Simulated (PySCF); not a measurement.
**Dipole response of In²⁺ (indium, charge +2)**

[Kr] 4d10 5s1, 2S determinant. Computed with PySCF 2.14 in aug-cc-pVQZ-PP with one added diffuse shell each of s, p, d, f, g type with ECP28MDF (8s8p6d4f3g, 117 functions), with scalar relativity through the core potential. Coupled (time-dependent) response in atomic units; α is the mean over directions.

```tsv
method	mean α (bohr³)	C₆ (like pair)	S(−4)
UHF	17.49	78.23	236.3
PBE	13.07	59.21	107.3
PBE0	13.85	62.23	127.0
MN15	13.86	63.45	122.5
```

S(−4) is the Cauchy moment in α(ω) = α(0) + S(−4) ω² + …

α(iu) at UHF:

```json
{"u (hartree)": "0", "α(iu) (bohr³)": "17.49"}
{"u (hartree)": "0.0500", "α(iu) (bohr³)": "16.92"}
{"u (hartree)": "0.100", "α(iu) (bohr³)": "15.46"}
{"u (hartree)": "0.200", "α(iu) (bohr³)": "11.75"}
{"u (hartree)": "0.300", "α(iu) (bohr³)": "8.811"}
{"u (hartree)": "0.500", "α(iu) (bohr³)": "5.602"}
{"u (hartree)": "0.750", "α(iu) (bohr³)": "3.854"}
{"u (hartree)": "1.00", "α(iu) (bohr³)": "2.951"}
{"u (hartree)": "1.50", "α(iu) (bohr³)": "1.977"}
{"u (hartree)": "2.00", "α(iu) (bohr³)": "1.433"}
{"u (hartree)": "3.00", "α(iu) (bohr³)": "0.8417"}
{"u (hartree)": "5.00", "α(iu) (bohr³)": "0.3760"}
```

A single London oscillator, α(iu) = α/(1 + u²/ω²), gives C₆ = (3/4) ω α². Matching the computed C₆ needs ω = 4 × 78.23 / (3 × 17.49²) = 0.341 hartree.

For an ion, C₆ is the dispersion term alone; charge-induced terms of lower order in 1/R come first.

Energies and moments cover only the electrons outside the core potential.
